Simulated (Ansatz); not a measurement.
Coupled-cluster diagnostics for SnS2, Ansatz.

Geometry of the singlet (r2SCAN-D4/def2-TZVP):

```xyz
3

Sn   -1.2215    0.5445   -0.5109
S     0.7620    0.6219    0.8468
S     0.4595   -1.1664   -0.3359
```

In the def2 sets Sn takes a core potential; there is no spin–orbit coupling. Correlated methods freeze 14 core orbitals; core or outer-core shells of Sn are correlated, in sets that lack core-valence functions. The structure comes from a short search, and lower isomers may exist.

Geometry of the charge 0 triplet (r2SCAN-D4/def2-TZVP):

```xyz
3

Sn   -0.7110   -0.5804   -1.3152
S     1.1834   -0.2095    0.4305
S    -0.4723    0.7899    0.8847
```

Geometry of the charge 0 quintet (r2SCAN-D4/def2-TZVP):

```
atom   x (Å)   y (Å)   z (Å)
 Sn1   0.127   1.365  -0.827
  S2   0.106  -1.308  -0.593
  S3  -0.232  -0.057   1.420
```

(1) Estimate the CCSD(T) correlation energy, the shares of MP2 and (T), T1 and the reference's ⟨S²⟩ for: charge 0, singlet, own geometry in def2-TZVPP; charge 0, singlet, own geometry in def2-TZVPD; charge 0, triplet, own geometry in def2-TZVPP; charge 0, quintet, own geometry in def2-TZVPP; charge 1, doublet, vertical in def2-TZVPP; charge -1, doublet, vertical in def2-TZVPD; and the rough time on 4 threads of Arm Neoverse V2 on a shared host.

Results:

(1) 
```json
{"state": "charge 0, singlet, own geometry", "basis": "def2-TZVPP", "correlation (eV)": "-18.719", "MP2 share (%)": "93.7", "(T) share (%)": "4.8", "T1": "0.018", "⟨S²⟩ (pure)": "0.00 (0.00)", "wall time": "3.6 s"}
{"state": "charge 0, singlet, own geometry", "basis": "def2-TZVPD", "correlation (eV)": "-18.713", "MP2 share (%)": "93.5", "(T) share (%)": "4.9", "T1": "0.019", "⟨S²⟩ (pure)": "0.00 (0.00)", "wall time": "4.9 s"}
{"state": "charge 0, triplet, own geometry", "basis": "def2-TZVPP", "correlation (eV)": "-18.123", "MP2 share (%)": "93.1", "(T) share (%)": "4.6", "T1": "0.018", "⟨S²⟩ (pure)": "2.05 (2.00)", "wall time": "7 s"}
{"state": "charge 0, quintet, own geometry", "basis": "def2-TZVPP", "correlation (eV)": "-17.003", "MP2 share (%)": "91.1", "(T) share (%)": "4.1", "T1": "0.017", "⟨S²⟩ (pure)": "6.06 (6.00)", "wall time": "12 s"}
{"state": "charge 1, doublet, vertical", "basis": "def2-TZVPP", "correlation (eV)": "-18.019", "MP2 share (%)": "93.3", "(T) share (%)": "4.9", "T1": "0.020", "⟨S²⟩ (pure)": "0.81 (0.75)", "wall time": "11 s"}
{"state": "charge -1, doublet, vertical", "basis": "def2-TZVPD", "correlation (eV)": "-18.958", "MP2 share (%)": "93.5", "(T) share (%)": "4.7", "T1": "0.018", "⟨S²⟩ (pure)": "0.77 (0.75)", "wall time": "17 s"}
```
Customary marks for T1 are 0.02 (closed shells), 0.045 (open shells) and about 0.05 (3d metals). T1 stays under 0.02 throughout.
